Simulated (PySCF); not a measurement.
Molfile (atoms numbered from 1):
```
C10H7F3O
     RDKit          3D

 21 21  0  0  0  0  0  0  0  0999 V2000
    3.1945   -1.3139   -0.9604 O   0  0  0  0  0  0  0  0  0  0  0  0
    2.9180   -0.3652   -0.2676 C   0  0  0  0  0  0  0  0  0  0  0  0
    1.5643    0.0894    0.0666 C   0  0  0  0  0  0  0  0  0  0  0  0
    0.4988   -0.5771   -0.4232 C   0  0  0  0  0  0  0  0  0  0  0  0
   -0.9105   -0.2852   -0.2105 C   0  0  0  0  0  0  0  0  0  0  0  0
   -1.8693   -1.1244   -0.8024 C   0  0  0  0  0  0  0  0  0  0  0  0
   -3.2296   -0.8898   -0.6286 C   0  0  0  0  0  0  0  0  0  0  0  0
   -3.6546    0.1914    0.1413 C   0  0  0  0  0  0  0  0  0  0  0  0
   -2.7133    1.0362    0.7357 C   0  0  0  0  0  0  0  0  0  0  0  0
   -1.3561    0.8023    0.5628 C   0  0  0  0  0  0  0  0  0  0  0  0
    4.0511    0.4793    0.3532 C   0  0  0  0  0  0  0  0  0  0  0  0
    3.9626    0.4488    1.6872 F   0  0  0  0  0  0  0  0  0  0  0  0
    5.2421    0.0402   -0.0013 F   0  0  0  0  0  0  0  0  0  0  0  0
    3.9353    1.7557   -0.0295 F   0  0  0  0  0  0  0  0  0  0  0  0
    1.4612    0.9660    0.7101 H   0  0  0  0  0  0  0  0  0  0  0  0
    0.7264   -1.4423   -1.0573 H   0  0  0  0  0  0  0  0  0  0  0  0
   -1.5328   -1.9712   -1.4062 H   0  0  0  0  0  0  0  0  0  0  0  0
   -3.9613   -1.5524   -1.0961 H   0  0  0  0  0  0  0  0  0  0  0  0
   -4.7218    0.3795    0.2802 H   0  0  0  0  0  0  0  0  0  0  0  0
   -3.0449    1.8847    1.3383 H   0  0  0  0  0  0  0  0  0  0  0  0
   -0.6311    1.4709    1.0311 H   0  0  0  0  0  0  0  0  0  0  0  0
  1  2  2  0
  2  3  1  0
  3  4  2  0
  4  5  1  0
  5  6  2  0
  6  7  1  0
  7  8  2  0
  8  9  1  0
  9 10  2  0
  2 11  1  0
 11 12  1  0
 11 13  1  0
 11 14  1  0
 10  5  1  0
  3 15  1  0
  4 16  1  0
  6 17  1  0
  7 18  1  0
  8 19  1  0
  9 20  1  0
 10 21  1  0
M  END
```

Geometry: PBE0-D3(BJ)/def2-SVP; GIAO shifts from PySCF 2.14, gas phase, non-relativistic, averaged over equivalent atoms.

At PBE0/pcSseg-1 (273 basis functions):
```
      atoms  δ (ppm)
         O1    601.5
         C2    184.3
         C4    157.3
         C8    139.1
         C5    137.5
     C6/C10    136.2
      C7/C9    134.8
        C11    121.8
         C3    120.6
F12/F13/F14    -94.5
        H16     8.10
    H17/H21     7.88
        H19     7.63
    H18/H20     7.62
        H15     7.10
```

Scale: 17O (σref 334.56) vs H2O; 13C (σref 184.41), 1H (σref 31.27) vs TMS; 19F (σref 177.25) vs CFCl3 (reference shieldings calculated alike).

Q: What do these become at B3LYP/pcSseg-1?

A: 
| atoms | δ at B3LYP/pcSseg-1 | change |
| --- | --- | --- |
| O1 | 599.7 | -1.8 |
| C2 | 184.7 | +0.4 |
| C4 | 157.7 | +0.4 |
| C8 | 139.5 | +0.4 |
| C5 | 139.1 | +1.6 |
| C6/C10 | 136.6 | +0.4 |
| C7/C9 | 135.3 | +0.5 |
| C11 | 123.9 | +2.1 |
| C3 | 120.8 | +0.2 |
| F12/F13/F14 | -95.9 | -1.4 |
| H16 | 7.97 | -0.13 |
| H17/H21 | 7.73 | -0.15 |
| H19 | 7.48 | -0.15 |
| H18/H20 | 7.47 | -0.15 |
| H15 | 6.98 | -0.12 |

References, each an isolated molecule treated in the same way: 17O (σ = 334.04 ppm) against H2O; 13C (σ = 179.24 ppm), 1H (σ = 31.38 ppm) vs TMS; CFCl3 for 19F (σ = 171.94 ppm).

The largest change is at C11 (CF3 carbon). Cost: 273 basis functions. The order of the carbon signals is the same at both levels.

The carbons averaged at δ 136.2 differ by 10 ppm in this conformer. Unscaled 19F shifts against computed CFCl3 carry errors that often reach 10 to 50 ppm. Unscaled 17O shifts of doubly bonded oxygen tend to come out too high, by tens of ppm or more. Experimental scales use liquid or dissolved standards, which lie at an offset from isolated H2O (liquid H2O: subtract about 36 ppm).
